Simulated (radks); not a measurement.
Er17+, 51 electrons, occupied as [Kr] 4d10 4f5 (the NIST ground configuration).

Calculated with a radial shooting solver on a logarithmic mesh with Libxc functionals: non-relativistic Kohn-Sham, LB94 model potential, spin-polarised, spherical densities, point nucleus; open shells are filled with parallel spins first (spin-orbit coupling, left out, can overturn this in heavy ions); relativity is left out, which matters for an element this heavy.

Energy parts (hartree):
| part | energy |
|---|---|
| kinetic | 12419.7891 |
| electron-nucleus | -28728.3289 |
| Hartree | 4157.3868 |
(The LB94 potential has no energy functional, so no total or exchange-correlation energy is given.)

Orbitals (lengths in bohr, moments of r in powers of bohr):
| orbital | occ. | eigenvalue (hartree) | <1/r> |
|---|---|---|---|
| 1s up | 1 | -1985.378 | 67.50 |
| 1s down | 1 | -1985.378 | 67.50 |
| 2s up | 1 | -333.7454 | 15.75 |
| 2s down | 1 | -333.7506 | 15.75 |
| 2p up | 3 | -319.4849 | 15.80 |
| 2p down | 3 | -319.4886 | 15.80 |
| 3s up | 1 | -86.79199 | 5.994 |
| 3s down | 1 | -86.78307 | 5.999 |
| 3p up | 3 | -80.27608 | 5.945 |
| 3p down | 3 | -80.26996 | 5.949 |
| 3d up | 5 | -68.08621 | 5.857 |
| 3d down | 5 | -68.08682 | 5.859 |
| 4s up | 1 | -28.54677 | 2.628 |
| 4s down | 1 | -28.35698 | 2.622 |
| 4p up | 3 | -25.89481 | 2.550 |
| 4p down | 3 | -25.70788 | 2.544 |
| 4d up | 5 | -21.10346 | 2.389 |
| 4d down | 5 | -20.92295 | 2.383 |
| 4f up | 5 | -14.98722 | 2.110 |
| 4f down | 0 | -14.82593 | 2.107 |

The highest occupied level is 4f up at -407.82 eV. Summed over all electrons, <r^2> = 9.039 bohr^2, which gives a Langevin (diamagnetic) susceptibility term of -7.16 x 10^-6 cm^3/mol. Spin moment in Bohr magnetons: 5. For comparison, the ionisation energy in NIST's Atomic Spectra Database is 415 eV (theoretical). In exact Kohn-Sham theory the highest level is minus the ionisation energy, but local and semilocal functionals leave it too shallow, through self-interaction and a potential that decays too fast; potentials with the right tail come closer. The density falls to 0.001 e/bohr^3 at r = 1.64 bohr. The spin density at the nucleus is 0.033 e/bohr^3 (1s 0.007, 2s 0.263, 3s -3.218, 4s 2.981).
